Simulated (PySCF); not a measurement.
3-fluoro-3-methyloxetane (C4H7FO), SMILES CC1(F)COC1. The structure is a stationary point at PBE-D3(BJ)/def2-SVP.

Computed equilibrium geometry at PBE-D3(BJ)/def2-SVP (PySCF confirms it by a frequency run) as a Z-matrix, and its point group:
point group Cs.
```
C
F 1 1.3897
C 1 1.5135 2 109.05
H 3 1.1076 1 110.37 2 -180.00
H 3 1.1084 4 108.63 1 121.06
H 3 1.1084 4 108.63 5 117.88
C 1 1.5432 2 114.13 3 -132.86
H 7 1.1124 1 117.50 2 119.40
H 7 1.1148 8 109.59 1 128.94
O 7 1.4426 8 112.66 9 126.85
C 10 1.4426 7 91.39 8 131.65
H 11 1.1124 10 112.66 7 -131.65
H 11 1.1148 12 109.59 10 126.85
```
Charge 0, spin multiplicity 1.
